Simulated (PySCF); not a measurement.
**AsF₄, doublet: data card**

All numbers come from UPBE/[As def2-SVP, F def2-SVP], no relativity, density fitting, PySCF.

The structure is a higher-order saddle point with 2 imaginary modes.

| Item | Value |
| --- | --- |
| Point group | D4h |
| Bond lengths | As–F 1.800 Å (×4) |
| Bond angles | F–As–F 90.0° (×4), F–As–F 180.0° (×2) |
| Highest occupied level (α) | -6.73 eV |
| Lowest empty level (β) | -5.97 eV |
| Spin squared ⟨S²⟩ | 0.753 |
| Rotational constants | 0.137, 0.137, 0.06848 cm⁻¹ |
| Principal polarisabilities | 21.9, 34.2, 34.2 bohr³ |
| Principal quadrupole moments (Buckingham, traceless) about the centre of mass | -4.22, -4.22, 8.45 D Å |
| Atomisation energy without zero-point energy | 1490 kJ/mol |
| Zero-point energy (real modes) | 18.7 kJ/mol |
| Dipole moment | 0.00 D |

Harmonic modes (masses in u: As 74.922, F 18.998):
```tsv
symmetry	ω (cm⁻¹)	IR (km/mol, summed over degenerate members)	μ (u)
a2u	381i	–	30.44
b2u	128i	–	19.00
eu	245	15.3	21.11
b2g	297	0.0	19.00
b1g	549	0.0	19.00
a1g	577	0.0	19.00
eu	608	294	26.24
```

In D4h the vibrations span a2u + b2u + 2eu + b2g + b1g + a1g. The a1g, b1g, b2g, b2u modes carry no infrared intensity, as symmetry demands. With a centre of inversion only u modes can be infrared active and only g modes Raman active.

Charges (e):
```
    atom  Mulliken  Löwdin  polar tensor  spin (Mulliken)  Mayer order to As1
     As1      1.10    0.75          1.50             0.46                   –
F2,3,4,5     -0.27   -0.19         -0.38             0.14                0.96
```

Mulliken populations on As1: s 7.71, p 13.65, d 10.54.

Outer orbital energies (eV). α occupied: -10.87, -10.26, -10.26, -9.88, -9.82, -9.82, -9.16, -6.73; empty: -5.38, 1.12, 1.12, 3.51. β occupied: -10.76, -10.40, -10.16, -10.16, -9.79, -9.64, -9.64, -9.03; empty: -5.97, -4.70, 1.49, 1.49.

Other isomers or separated fragments may lie lower. At this level a doublet minimum of C2v symmetry lies 126 kJ/mol below this structure.

The final relaxation and frequency run took roughly 5 core-minutes on a shared host.
